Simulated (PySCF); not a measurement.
Ge(F)(Et)2(Vi), SMILES C=[CH][Ge]([F])([CH2]C)[CH2]C (GFN2-xTB optimised geometry):

```
21

C     -1.234     2.199    -0.501
C     -0.145     1.642     0.000
Ge     0.226    -0.302     0.000
F      2.019    -0.302     0.000
C     -0.222    -1.277    -1.701
C      0.274    -0.542    -2.937
C     -0.203    -1.254     1.723
C      0.213    -2.717     1.704
H     -1.396     3.267    -0.485
H     -2.019     1.611    -0.952
H      0.624     2.262     0.442
H     -1.301    -1.421    -1.750
H      0.238    -2.264    -1.644
H     -0.194     0.437    -3.018
H      1.350    -0.399    -2.881
H      0.047    -1.110    -3.839
H     -1.272    -1.163     1.914
H      0.319    -0.726     2.521
H      0.021    -3.183     2.670
H     -0.339    -3.267     0.943
H      1.275    -2.803     1.486
```

Level of theory: CAM-B3LYP/def2-SVP in PySCF.

Problem. What are the frontier orbital energies and the dipole moment?

Solution. HOMO-2 -9.69 eV, HOMO-1 -9.40 eV, HOMO -8.88 eV, LUMO 0.96 eV, LUMO+1 1.85 eV; dipole moment 2.67 D.

On the same geometry PBE/def2-SVP in PySCF 2.14.0 gives HOMO-2 -7.04 eV, HOMO-1 -6.69 eV, HOMO -6.35 eV, LUMO -1.23 eV, LUMO+1 0.00 eV; dipole moment 2.45 D.

Meta-Löwdin charges at CAM-B3LYP/def2-SVP: C1 -0.20, C2 -0.29, Ge3 0.96, F4 -0.51, C5 -0.35, C6 -0.28, C7 -0.35, C8 -0.28, H9 0.11, H10 0.09, H11 0.11, H12 0.10, H13 0.11, H14 0.09, H15 0.10, H16 0.10, H17 0.10, H18 0.11, H19 0.10, H20 0.09, H21 0.10.
